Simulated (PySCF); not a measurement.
A run for PySCF: R-B3LYP/6-31G* on H2O (SMILES O) with ghost functions.

```python
from pyscf import gto, scf, dft, mp
from pyscf.data.elements import chemcore

mol = gto.M(
    atom='''
    O    -0.19007776   -0.24781612    2.39681354
    H    -0.84490733   -0.95700487    2.35264028
    H     0.59934588   -0.61042386    2.81993076
    ghost-B    0.21063250    0.24930107    0.78962312
    ghost-H    0.61722313   -0.76718016    0.28698297
    ghost-H   -0.85291573    0.63723910    0.39399765
    ghost-H    1.03722783    1.09088237    1.00556400
    ''',
    basis='6-31g*',
    cart=True,
    charge=0, spin=0, verbose=3, max_memory=1800)
mf = dft.RKS(mol, xc='b3lyp')
mf.conv_tol = 1e-8
mf.max_cycle = 100
mf.kernel()
if not mf.converged:
    mf = mf.newton().run(mf.mo_coeff, mf.mo_occ)
```

It printed:

```
converged SCF energy = -76.414309554765
```

The run converged.

Cost: around 1.1 core-seconds (rough).
